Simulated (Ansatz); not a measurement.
Born–Oppenheimer molecular dynamics of ClH₇O₂Si₂ (12 atoms, charge 0, multiplicity 1). It starts from a rough guess of a transition structure, not a stationary point.

Method: UKS CAM-B3LYP-D4/STO-3G (Ansatz 0.2.0).

```yaml
ensemble: NVE (velocity Verlet)
time_step: 0.5 fs
steps_asked: 150
starting_velocities_drawn_for: 300 K
seed: 730166
```

First frame:

```xyz
12
Properties=species:S:1:pos:R:3
Si -0.194 -0.483 0.972
O 1.311 -1.179 -0.261
O -0.814 0.509 -0.154
Si -0.786 1.783 -1.169
H 0.465 0.424 1.883
H -1.252 -1.471 0.977
H 1.691 -1.925 0.694
Cl 1.024 -2.217 2.286
H 0.941 -1.750 -0.934
H -0.378 2.964 -0.411
H 0.159 1.481 -2.243
H -2.167 1.864 -1.639
```

(1) How far do the bonds stretch over the last three quarters of this one trajectory? (Pairs bonded in most of those frames.)

## Answers

(1) 
```csv
bond,mean (Å),spread (Å),shortest,longest
Si1–O2,1.758,0.082,1.66,1.88
Si1–O3,1.656,0.035,1.61,1.71
Si1–H5,1.446,0.017,1.42,1.47
Si1–H6,1.443,0.017,1.41,1.48
O2–H9,1.022,0.048,0.93,1.09
O3–Si4,1.689,0.046,1.64,1.77
Si4–H10,1.448,0.022,1.41,1.48
Si4–H11,1.445,0.032,1.40,1.50
Si4–H12,1.441,0.011,1.42,1.46
H7–Cl8,1.520,0.086,1.37,1.65
```

Mean temperature of the second half: 979 K. The conserved energy stayed within 0.73 meV per atom of its start (net change -0.36 meV per atom), so the integration is sound. The system heated up, since it started high on the potential surface and ran downhill. A run of 0.075 ps of so small a system gives no equilibrium averages. The orbitals stay closed-shell, which can raise the energy where a bond breaks towards radicals; this wasn't checked here. Limits of this set-up: minimal basis.

Run time: 21 min on 1 thread of Arm Neoverse N1, with other jobs on the host, peak memory 0.2 GiB.
